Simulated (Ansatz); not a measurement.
Calculated with Ansatz (gas phase, PBE0-D4/def2-TZVP geometries, no zero-point term in ΔE). CCSD(T)/CBS adds triple-zeta CCSD(T) − MP2 to the extrapolated MP2 energy (def2 sets, frozen cores). This one scheme is used for every species. DFT in def2-TZVPP. Each species was taken in one conformer, which may not be the lowest.

`BBCl` + CH₃OH → `COBCl` + BH₃  (cleavage of the B–B bond)

```csv
level,ΔE (kJ/mol)
LDA (SPW92),-148.9
PBE-QIDH,-153.8
LC-ωPBE,-149.1
MP2/def2-QZVPP,-161.6
```

**Question.** What does CCSD(T)/CBS give? (Best estimate.)

**Answer.** The calculation gave: -153.3 kJ/mol. The listed levels differ from it by 4.4, -0.5, 4.2, -8.3 kJ/mol.

Largest T1 diagnostic among the species: 0.012.

From BLYP to BHLYP (50 % exact exchange), in def2-TZVPP and without D4, ΔE moves by −8.6 kJ/mol. Leaving LDA and LC-ωPBE aside and taking each functional with its dispersion term where it has one, the values, not all of them listed here, spread over 18.7 kJ/mol, from CAM-B3LYP-D4 to revPBE-D4. LDA lies −8.6 kJ/mol from PBE without D4. At CCSD(T), def2-SVP lies −21.5 kJ/mol from the extrapolated value and def2-TZVPP −3.7 kJ/mol.
